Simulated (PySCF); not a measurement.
## Which determinant of InGe lies lowest?

Unrestricted PBE0; In cc-pVDZ-PP with ECP28, Ge cc-pVDZ-PP with ECP10; scalar-relativistic core potentials (PySCF 2.14). Outer shells of the fragments: In 4d10 5s2 5p1; Ge 3d10 4s2 4p2.

Followed along the bond (rough minima from three points):

```
2Ms+1   unpaired  ⟨S²⟩ at the start  R at minimum (Å)  Te (eV)
    4  σ ↑, π ↑↑               3.75              2.68     0.00
    2  σ ↓, π ↑↑               1.77              2.66     0.38
    2  σ ↑, π ↑↓               1.76              2.67     0.43
    2        σ ↑               0.76              2.68     1.08
    2        π ↑               0.75  none in the scan   ≤ 0.85
```

Solutions found at the starting distance of 2.550 Å, counted from the lowest of them; the search is not exhaustive and high or unbound solutions are not listed, so other states can lie among these:

```json
{"2Ms+1": "4", "unpaired": "σ ↑, π ↑↑", "term": "⁴Σ⁻", "E (eV)": "0.00", "⟨S²⟩": "3.75", "⟨Lz²⟩": "0.00", "μ (D)": "-1.59"}
{"2Ms+1": "2", "unpaired": "σ ↓, π ↑↑", "term": "mixed", "E (eV)": "0.37", "⟨S²⟩": "1.77", "⟨Lz²⟩": "0.00", "μ (D)": "-1.59"}
{"2Ms+1": "2", "unpaired": "σ ↑, π ↑↓", "term": "mixed", "E (eV)": "0.42", "⟨S²⟩": "1.76", "⟨Lz²⟩": "2.01", "μ (D)": "-1.44"}
{"2Ms+1": "2", "unpaired": "σ ↑", "term": "mixed", "E (eV)": "1.08", "⟨S²⟩": "0.76", "⟨Lz²⟩": "2.00", "μ (D)": "-1.01"}
{"2Ms+1": "2", "unpaired": "π ↑", "term": "²Π", "E (eV)": "1.16", "⟨S²⟩": "0.75", "⟨Lz²⟩": "1.00", "μ (D)": "0.11"}
{"2Ms+1": "2", "unpaired": "π ↑", "term": "²Π", "E (eV)": "1.17", "⟨S²⟩": "0.78", "⟨Lz²⟩": "1.01", "μ (D)": "-2.21"}
{"2Ms+1": "4", "unpaired": "π ↑↑↑", "term": "⁴Π", "E (eV)": "2.41", "⟨S²⟩": "3.76", "⟨Lz²⟩": "1.00", "μ (D)": "-0.29"}
{"2Ms+1": "4", "unpaired": "σ ↑, π ↑↑", "term": "mixed", "E (eV)": "2.61", "⟨S²⟩": "3.76", "⟨Lz²⟩": "2.01", "μ (D)": "1.89"}
```

A term symbol is given only where ⟨S²⟩ and ⟨Lz²⟩ are close to those of a pure state; real π, δ and φ orbitals otherwise mix terms. A positive dipole means In(−)Ge(+).

Spin–orbit coupling is left out.
